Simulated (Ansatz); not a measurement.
Compare A (`B[SiH](F)C=C`) with its isomer B (`B/C=C(\F)[SiH3]`).

Gas-phase electronic energies from Ansatz, PBE0-D4/def2-TZVP geometries. CBS: MP2 limit from def2 TZ/QZ plus the TZ coupled-cluster correction, frozen cores. DFT in def2-TZVPP. B3LYP here is the variant with VWN-RPA as its local correlation; programs differ in this. One conformer a species, not always the lowest.

A:

Z-matrix (Å, degrees):
```
Si
F 1 1.609
C 1 1.857 2 107.3
B 1 2.002 2 112.7 3 119.9
H 1 1.492 2 106.9 3 -118.6
C 3 1.331 1 122.7 2 7.4
H 3 1.089 1 118.6 2 -173.9
H 4 1.197 1 118.7 2 178.2
H 4 1.195 1 123.7 2 -3.7
H 6 1.086 3 121.6 1 -1.2
H 6 1.086 3 122.1 1 179.4
```

B:

Z-matrix (Å, degrees):
```
Si
C 1 1.889
H 1 1.484 2 108.9
H 1 1.484 2 108.9 3 -119.2
H 1 1.482 2 107.8 3 120.4
C 2 1.341 1 127.1 3 -120.4
F 2 1.342 1 112.6 3 59.6
B 6 1.534 2 124.8 1 -180.0
H 6 1.087 2 114.0 1 0.0
H 8 1.196 6 119.7 2 180.0
H 8 1.193 6 120.7 2 -0.0
```

**Question.** Which is lower in electronic energy at CCSD(T)/CBS, and by how much? (Estimate.)

**Answer.** The calculation gave: A, by 39.0 kcal/mol.

**Question.** Give E(B) − E(A) in kcal/mol with B2PLYP, B3LYP-D4, CCSD(T)/def2-TZVPP, PBE-D4, B3LYP, HF/def2-TZVPP, ωB97M-V. (An estimate is asked.)

**Answer.** Ansatz gave: B2PLYP 36.4, B3LYP-D4 35.2, CCSD(T)/def2-TZVPP 37.7, PBE-D4 32.6, B3LYP 35.1, HF/def2-TZVPP 39.1, ωB97M-V 35.5. None reverses the order clearly.

Largest T1 diagnostic: 0.013.

In def2-TZVPP, CCSD(T) changes the Hartree–Fock value by −1.5 kcal/mol (the triples alone add −1.1 kcal/mol) and MP2 by −0.9 kcal/mol. From PBE to PBE0 (25 % exact exchange), in def2-TZVPP and without D4, E(B) − E(A) moves by +2.4 kcal/mol.
